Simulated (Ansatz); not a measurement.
Cost and result for the atomization energy of F2GeH5NSi, SMILES `F[SiH](F)[NH][GeH3]` (10 atoms, 9 bonds).

Cartesian coordinates in Å:
```
F 2.3846 0.5907 -0.1833
Si 1.1181 0.2160 -1.0694
F 1.2829 -1.3421 -1.3330
N -0.3434 0.5082 -0.2856
Ge -1.0618 -0.3875 1.1669
H 1.2122 0.9606 -2.3355
H -0.8618 1.3185 -0.5900
H -2.4047 -1.0158 0.7614
H -1.2842 0.6127 2.3128
H -0.0419 -1.4612 1.5557
```

Total charge 0; spin multiplicity 1. Correlated methods include outer-core shells of Ge, which these sets cover unevenly. Scalar relativity is left out up to krypton. The structure was optimised at the PBE0-D4/def2-TZVP level. It is one conformer, not always the lowest. Program: Ansatz. All runs use 4 threads of a server CPU on a shared host. Times are those of one run each, without the atoms' runs, and a repeat can differ threefold. Electronic energies, without spin–orbit coupling; frozen cores. CCSD(T)/CBS adds CCSD(T) − MP2 in def2-TZVPP to the MP2 limit, and its time is that of the two runs behind it. T1 = 0.012. With those shells the extrapolation isn't a true limit. B3LYP takes the VWN-RPA correlation (the form of Gaussian; ORCA's B3LYP/G).

CCSD(T)/CBS is a level of theory with its own doubt, some kJ/mol a heavy atom from the limit and from the frozen cores, so smaller differences don't rank the functionals.

```tsv
level	functions	wall time
PBE0-D4/def2-TZVPP	253	4.9 s
PBE-D4/def2-TZVPP (with forces)	253	5.5 s
r2SCAN-D4/def2-TZVPP (with forces)	253	6.5 s
B2PLYP/def2-TZVPP	253	8 s
B3LYP-D4/def2-TZVPP (with forces)	253	9.5 s
ωB97X-V/def2-TZVPP	253	12 s
ωB97M-V/def2-TZVPP (with forces)	253	15 s
MP2/def2-QZVPP	480	35 s
CCSD(T)/def2-TZVPP	253	4.3 min
CCSD(T)/CBS(def2)	–	4.9 min
```

**Question.** What atomization energy does each give, and how far from CCSD(T)/CBS? (An estimate is asked.)

**Answer.** Computed: 
```json
{"level": "PBE0-D4/def2-TZVPP", "atomization (kcal/mol)": "816.9", "difference from CCSD(T)/CBS": "-19.5", "per bond": "-2.2"}
{"level": "PBE-D4/def2-TZVPP (with forces)", "atomization (kcal/mol)": "830.6", "difference from CCSD(T)/CBS": "-5.8", "per bond": "-0.6"}
{"level": "r2SCAN-D4/def2-TZVPP (with forces)", "atomization (kcal/mol)": "828.1", "difference from CCSD(T)/CBS": "-8.3", "per bond": "-0.9"}
{"level": "B2PLYP/def2-TZVPP", "atomization (kcal/mol)": "821.0", "difference from CCSD(T)/CBS": "-15.4", "per bond": "-1.7"}
{"level": "B3LYP-D4/def2-TZVPP (with forces)", "atomization (kcal/mol)": "825.9", "difference from CCSD(T)/CBS": "-10.5", "per bond": "-1.2"}
{"level": "ωB97X-V/def2-TZVPP", "atomization (kcal/mol)": "836.0", "difference from CCSD(T)/CBS": "-0.4", "per bond": "-0.1"}
{"level": "ωB97M-V/def2-TZVPP (with forces)", "atomization (kcal/mol)": "830.1", "difference from CCSD(T)/CBS": "-6.3", "per bond": "-0.7"}
{"level": "MP2/def2-QZVPP", "atomization (kcal/mol)": "841.6", "difference from CCSD(T)/CBS": "5.2", "per bond": "0.6"}
{"level": "CCSD(T)/def2-TZVPP", "atomization (kcal/mol)": "812.8", "difference from CCSD(T)/CBS": "-23.6", "per bond": "-2.6"}
{"level": "CCSD(T)/CBS(def2)", "atomization (kcal/mol)": "836.4", "difference from CCSD(T)/CBS": "0.0", "per bond": "0.0"}
```

The D4 term adds +8.4 kcal/mol with B3LYP and +4.4 kcal/mol with PBE0; it sums over pairs of atoms, weighted by their polarisabilities, and B3LYP, whose exchange is more repulsive, gets the larger term. From PBE to PBE0 (25 % exact exchange), in def2-TZVPP and without D4, the atomization energy moves by −12.9 kcal/mol: exact exchange takes away binding that semilocal exchange gives to molecules. In def2-TZVPP, CCSD(T) changes the Hartree–Fock value by +210.6 kcal/mol (the triples alone add +11.0 kcal/mol) and MP2 by +225.0 kcal/mol; breaking electron pairs costs correlation energy, which Hartree–Fock lacks.
